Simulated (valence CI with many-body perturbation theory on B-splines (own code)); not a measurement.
E1 line list for Pt29+

Calculated by relativistic CI+MBPT: three valence electrons over a frozen Dirac-Fock core [Kr] 4d10, radial functions for each j: 8 s, 8 p, 9 d, 9 f, 6 g, 3 h, 2 i, with the one-electron correlation potential Σ1 (screened to all orders), the two-electron term Σ2, the three-electron term Σ3, Breit, model QED; selected single and double excitations, second order for the rest (own B-spline code, finite nucleus).

The last digits are not significant, and no measured levels were compared; by estimate large intervals hold to a few tenths of a per cent, small ones and those within an open d or f shell to about a per cent. Core correlation moves these levels by up to 51000 cm⁻¹, and in measured spectra 5 to 20 % of such shifts remained as error; rates that hang on mixing are uncertain with them. The list stops below the first excitations out of the core.

Lines 1 to 50 of 175 in falling wavelength, among levels below 1450700 cm⁻¹, chosen from the strongest by gf and those to the six lowest levels. Wavelengths and rates use the calculated energies. Electric multipoles are in the length gauge, E1 and E2 with the static RPA response of the core. Weak lines are less certain than strong ones. Lines between different terms over intervals too small for the method are left out, as are lines whose strength nearly cancels. The highest levels of a list are the least certain.

Levels are named by their leading jj configuration (3d3/2^4 stands for four electrons in 3d with j = 3/2), which in mixed levels can hold well under half, so a name can repeat and another be missing. Letters in brackets count levels of one name in rising energy.

| λ vac (Å) | Upper | Lower | A (s⁻¹) | S (a.u.) |
| --- | --- | --- | --- | --- |
| 89.36 | (4f5/2 4f7/2 5s) J=9/2 [a] | (4f7/2^3) J=7/2 | 1.30e+04 | 4.59e-08 |
| 88.64 | (4f5/2 4f7/2 5s) J=5/2 [a] | (4f5/2 4f7/2^2) J=5/2 [c] | 1.70e+04 | 3.50e-08 |
| 88.48 | (4f5/2 4f7/2 5s) J=9/2 [b] | (4f7/2^3) J=7/2 | 3.61e+04 | 1.23e-07 |
| 86.94 | (4f5/2^2 5s) J=9/2 | (4f5/2^2 4f7/2) J=7/2 [c] | 9.95e+04 | 3.23e-07 |
| 86.76 | (4f5/2^2 5s) J=9/2 | (4f5/2 4f7/2^2) J=9/2 [d] | 8.95e+03 | 2.89e-08 |
| 86.10 | (4f5/2 4f7/2 5s) J=3/2 [a] | (4f5/2 4f7/2^2) J=5/2 [c] | 5.14e+04 | 6.47e-08 |
| 86.10 | (4f5/2^2 5s) J=9/2 | (4f5/2 4f7/2^2) J=7/2 [c] | 5.40e+04 | 1.70e-07 |
| 85.32 | (4f7/2^2 5s) J=9/2 | (4f7/2^3) J=7/2 | 3.29e+04 | 1.01e-07 |
| 85.09 | (4f5/2^2 5s) J=5/2 | (4f7/2^3) J=5/2 | 1.51e+04 | 2.76e-08 |
| 84.53 | (4f5/2^2 5s) J=7/2 | (4f5/2 4f7/2^2) J=5/2 [b] | 1.47e+04 | 3.50e-08 |
| 84.28 | (4f5/2 4f7/2 5s) J=11/2 [a] | (4f5/2 4f7/2^2) J=9/2 [d] | 5.44e+04 | 1.93e-07 |
| 84.21 | (4f5/2 4f7/2 5s) J=9/2 [a] | (4f5/2^2 4f7/2) J=7/2 [c] | 1.38e+05 | 4.07e-07 |
| 84.04 | (4f5/2 4f7/2 5s) J=9/2 [a] | (4f5/2 4f7/2^2) J=9/2 [d] | 7.71e+03 | 2.26e-08 |
| 83.60 | (4f5/2 4f7/2 5s) J=7/2 [a] | (4f5/2^2 4f7/2) J=7/2 [c] | 2.16e+04 | 4.97e-08 |
| 83.43 | (4f5/2 4f7/2 5s) J=9/2 [b] | (4f5/2^2 4f7/2) J=7/2 [c] | 3.12e+04 | 8.94e-08 |
| 83.42 | (4f5/2 4f7/2 5s) J=9/2 [a] | (4f5/2 4f7/2^2) J=7/2 [c] | 5.92e+04 | 1.70e-07 |
| 83.31 | (4f5/2 4f7/2 5s) J=7/2 [a] | (4f7/2^3) J=5/2 | 2.22e+04 | 5.07e-08 |
| 83.26 | (4f5/2 4f7/2 5s) J=9/2 [b] | (4f5/2 4f7/2^2) J=9/2 [d] | 7.39e+04 | 2.11e-07 |
| 83.06 | (4f5/2 4f7/2 5s) J=7/2 [b] | (4f5/2^2 4f7/2) J=7/2 [c] | 8.99e+04 | 2.03e-07 |
| 83.04 | (4f5/2^2 5s) J=9/2 | (4f5/2 4f7/2^2) J=7/2 [b] | 1.98e+04 | 5.59e-08 |
| 82.91 | (4f5/2 4f7/2 5s) J=11/2 [a] | (4f7/2^3) J=11/2 | 1.11e+04 | 3.73e-08 |
| 82.84 | (4f5/2 4f7/2 5s) J=5/2 [a] | (4f7/2^3) J=5/2 | 6.56e+04 | 1.10e-07 |
| 82.76 | (4f5/2 4f7/2 5s) J=7/2 [b] | (4f7/2^3) J=5/2 | 1.76e+04 | 3.93e-08 |
| 82.66 | (4f5/2^2 5s) J=5/2 | (4f5/2 4f7/2^2) J=5/2 [b] | 7.99e+04 | 1.34e-07 |
| 82.65 | (4f5/2 4f7/2 5s) J=9/2 [b] | (4f5/2 4f7/2^2) J=7/2 [c] | 7.64e+03 | 2.13e-08 |
| 82.29 | (4f5/2 4f7/2 5s) J=7/2 [b] | (4f5/2 4f7/2^2) J=7/2 [c] | 2.79e+05 | 6.14e-07 |
| 81.79 | (4f5/2^2 5s) J=5/2 | (4f5/2 4f7/2^2) J=3/2 [b] | 1.03e+05 | 1.67e-07 |
| 81.73 | (4f5/2 4f7/2 5s) J=11/2 [b] | (4f5/2 4f7/2^2) J=9/2 [d] | 3.29e+05 | 1.07e-06 |
| 81.57 | (4f5/2^2 5s) J=3/2 | (4f5/2 4f7/2^2) J=1/2 | 3.52e+04 | 3.77e-08 |
| 81.08 | (4f7/2^2 5s) J=13/2 | (4f7/2^3) J=11/2 | 1.67e+04 | 6.14e-08 |
| 80.99 | (4f5/2^2 5s) J=7/2 | (4f5/2 4f7/2^2) J=7/2 [a] | 8.41e+03 | 1.76e-08 |
| 80.78 | (4f5/2 4f7/2 5s) J=5/2 [b] | (4f7/2^3) J=5/2 | 2.05e+05 | 3.20e-07 |
| 80.63 | (4f5/2^2 5s) J=9/2 | (4f5/2 4f7/2^2) J=9/2 [b] | 2.61e+04 | 6.77e-08 |
| 80.59 | (4f5/2^2 5s) J=9/2 | (4f5/2 4f7/2^2) J=7/2 [a] | 2.39e+04 | 6.18e-08 |
| 80.55 | (4f5/2 4f7/2 5s) J=9/2 [a] | (4f5/2 4f7/2^2) J=7/2 [b] | 4.61e+04 | 1.19e-07 |
| 80.54 | (4f5/2 4f7/2 5s) J=7/2 [a] | (4f7/2^3) J=9/2 | 1.46e+04 | 3.01e-08 |
| 80.53 | (4f5/2 4f7/2 5s) J=5/2 [a] | (4f5/2 4f7/2^2) J=5/2 [b] | 2.51e+05 | 3.88e-07 |
| 80.48 | (4f5/2^2 5s) J=5/2 | (4f5/2 4f7/2^2) J=5/2 [a] | 1.75e+04 | 2.70e-08 |
| 80.46 | (4f7/2^2 5s) J=9/2 | (4f5/2 4f7/2^2) J=9/2 [d] | 3.59e+05 | 9.24e-07 |
| 80.46 | (4f5/2 4f7/2 5s) J=7/2 [b] | (4f5/2 4f7/2^2) J=5/2 [b] | 2.62e+05 | 5.39e-07 |
| 80.44 | (4f5/2 4f7/2 5s) J=11/2 [b] | (4f7/2^3) J=11/2 | 1.34e+04 | 4.12e-08 |
| 80.32 | (4f5/2 4f7/2 5s) J=5/2 [b] | (4f5/2 4f7/2^2) J=7/2 [c] | 4.28e+04 | 6.57e-08 |
| 80.21 | (4f7/2^2 5s) J=7/2 | (4f5/2^2 4f7/2) J=7/2 [c] | 2.24e+05 | 4.57e-07 |
| 80.15 | (4f5/2 4f7/2 5s) J=11/2 [a] | (4f5/2 4f7/2^2) J=9/2 [c] | 4.26e+04 | 1.30e-07 |
| 80.07 | (4f5/2^2 5s) J=5/2 | (4f5/2 4f7/2^2) J=3/2 [a] | 1.81e+04 | 2.75e-08 |
| 80.03 | (4f5/2 4f7/2 5s) J=7/2 [b] | (4f7/2^3) J=9/2 | 4.59e+04 | 9.29e-08 |
| 79.99 | (4f5/2 4f7/2 5s) J=7/2 [a] | (4f5/2 4f7/2^2) J=7/2 [b] | 1.93e+04 | 3.90e-08 |
| 79.93 | (4f7/2^2 5s) J=7/2 | (4f7/2^3) J=5/2 | 1.55e+05 | 3.12e-07 |
| 79.89 | (4f7/2^2 5s) J=9/2 | (4f5/2 4f7/2^2) J=7/2 [c] | 9.35e+04 | 2.35e-07 |
| 79.83 | (4f5/2 4f7/2 5s) J=9/2 [b] | (4f5/2 4f7/2^2) J=7/2 [b] | 1.93e+05 | 4.84e-07 |
